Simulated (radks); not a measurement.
Q: The mean radii <r> (bohr) of the occupied orbitals of an atom or ion are listed with their occupations. Method: scalar-relativistic Kohn-Sham, PBEsol, spin-unpolarised, spherical densities, point nucleus; computed with a radial shooting solver on a logarithmic mesh with Libxc functionals.

| orbital | occ. | <r> |
|---|---|---|
| 1s | 2 | 0.1582 |
| 2s | 2 | 0.8991 |
| 2p | 6 | 0.9813 |

Name the element and its charge.

A: Z = 10, neon, charge 0: Ne in [Ne]. The 1s radius gives Z: for a bare nucleus <r> = (2 gamma + 1)/(2Z) with gamma = sqrt(1 - (Z/c)^2), 0.1497 bohr for Z = 10, and screening makes it slightly larger (0.1582 here). The occupations add up to 10, and the charge is Z minus that.
